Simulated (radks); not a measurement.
Tl+, 80 electrons, occupied as [Hg]. Calculated with a radial shooting solver on a logarithmic mesh with Libxc functionals: scalar-relativistic Kohn-Sham, PBEsol, spin-unpolarised, spherical densities, finite nucleus; Fermi nuclear charge, rms radius 5.4759 fm. Some entries of the table are withheld. Estimate them.

orbital  occ.  eigenvalue (hartree)  <r^2> (bohr^2)
1s          2             -3144.213       0.0003692
2s          2             -560.1066        0.005609
2p          6                   (1)             (2)
3s          2             -133.8937         0.03610
3p          6                   (3)         0.03729
3d         10             -88.05395         0.03089
4s          2             -30.07705          0.1732
4p          6             -22.70329          0.1983
4d         10             -14.04494          0.2234
5s          2              -5.08069          0.8623
4f         14              -4.46150          0.2629
5p          6              -3.06568           1.147
5d         10              -0.83747           2.244
6s          2              -0.60151           6.399

Answer. 
(1) 2p eigenvalue (hartree): -482.0369
(2) 2p <r^2> (bohr^2): 0.004756
(3) 3p eigenvalue (hartree): -111.4116
